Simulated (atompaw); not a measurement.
## What one change does to a pseudopotential (K, PAW (atompaw))

| Item | Value |
| --- | --- |
| Element | potassium |
| Generator | atompaw 4.2.0.5 |
| Type | PAW |
| Functional | PBE |
| Relativity | scalar-relativistic |
| Frozen core | [Ne] 3s2 |
| Valence charge | 7 |
| Reference configuration | 3p6 3d0.5 4s0.5 4p0 |
| Partial waves | 4s (bound): rc 3.00 bohr; 4s channel at 1.6 Ry: rc 3.00 bohr; 3p (bound): rc 2.20 bohr; 4p (bound, empty): rc 3.00 bohr; 3d (bound): rc 3.00 bohr; 3d channel at 2.55 Ry: rc 3.00 bohr |
| Local potential | troulliermartins scheme with l = 3 at 0 Ry, radius 2.10 bohr |
| Core correction | smooth core density matched at 2.20 bohr |
| Augmentation charge | besselshape compensation charge, radius 2.80 bohr; PAW radius 3.00 bohr; waves and projectors: custom polynom vanderbiltortho |

All-electron outer shells of the reference configuration (PBE, scalar-relativistic, ld1.x):

```
shell  level (eV)  outermost node (bohr)  outermost maximum (bohr)
   2p     -281.15                      –                      0.26
   3s      -36.35                   0.48                      1.08
   3p      -19.82                   0.45                      1.15
   4s       -2.87                   1.58                      3.93
   4p       -1.26                   1.86                      5.64
   3d       -0.38                      –                      7.81
```

Change: augmentation besselshape compensation charge, radius 2.80 bohr; PAW radius 3.00 bohr; waves and projectors: custom polynom2 7 10 vanderbiltortho.

Cutoffs: the cutoffs (Ry, on a coarse ladder) from which the occupation-weighted sum of valence levels, in a spherical-Bessel basis at the reference potential, stays within 10 and 1 mRy of its value at 400 Ry; they do not see the model core or the augmentation charge, which bear on the density cutoff.

Problem. What does the change do?

Solution. The potential gets softer (15 Ry and 30 Ry → 12 Ry and 25 Ry); both files keep a bound ghost (s); the range in which the d phases agree narrows (upper end at the end of the scan → 0.9).

```tsv
quantity	base	changed
cutoff, loose	15 Ry	12 Ry
cutoff, tight	30 Ry	25 Ry
loose cutoff by channel (10 mRy a level)	s 6 Ry, p 12 Ry, d 6 Ry	s 6 Ry, p 10 Ry, d 6 Ry
bound ghosts	s	s
s: phases at 3.01 bohr within 0.05 rad from the reference energy up to (Ry; the scan ends near 5)	4.0	3.5
p: phases at 3.01 bohr within 0.05 rad from the reference energy up to (Ry; the scan ends near 5)	0.4	0.2
d: phases at 3.01 bohr within 0.05 rad from the reference energy up to (Ry; the scan ends near 5)	to the end of the scan	0.9
lowest overlap eigenvalue by channel	s 0.28, p 0.62, d 0.88	s 0.42, p 0.55, d 1.00
```

 A true bound ghost makes a file unfit for plane-wave use even where its test errors are small: the radial tests pick states by their node count and pass the ghost by. The cutoffs see the waves, projectors and local potential, not the compensation charge or the core.
